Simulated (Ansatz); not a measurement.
H4MoO5, SMILES `[O]=[Mo]([OH])([OH])([OH])[OH]`, relaxed with RKS PBE-D4/def2-SVP in Ansatz 0.2.0 from a rough embedded geometry. The force threshold is 0.03 eV/Å; the program also tests the step.

The species carries charge 0 and has multiplicity 1. Mo: def2 effective core potential.

Start:

```xyz
10

O    -0.678    0.217   -1.426
Mo   -0.104   -0.266    0.655
O    -0.121    1.733   -0.610
O    -2.067   -0.288    0.452
O     0.630   -1.374   -0.794
O     1.816    0.144    0.364
H     0.218    2.564   -0.120
H    -2.845   -0.458    1.036
H     0.669   -2.343   -0.625
H     2.483    0.071    1.070
```

Task: How much energy does the relaxation release, and in how many steps? (Best estimate.)

Result: Computed: 1164.26 kJ/mol, in 25 steps, 1 of them rejected.

Task: Which bonds change most? (Estimate.)

Result: Computed: O1–Mo2 from 2.212 to 1.685 Å; Mo2–O3 from 2.365 to 1.902 Å; Mo2–O5 from 1.967 to 1.903 Å; Mo2–O6 from 1.985 to 1.934 Å.

Task: Give the relaxed structure. (An estimate is asked.)

Result: Computed: 
```xyz
10

O    -0.423    0.125   -2.086
Mo   -0.098    0.024   -0.436
O    -0.472    1.821    0.062
O    -1.596   -0.519    0.650
O     0.426   -1.803   -0.335
O     1.710    0.474    0.080
H    -0.222    2.159    0.944
H    -2.294    0.157    0.751
H     0.594   -2.233    0.526
H     2.374   -0.203   -0.156
```
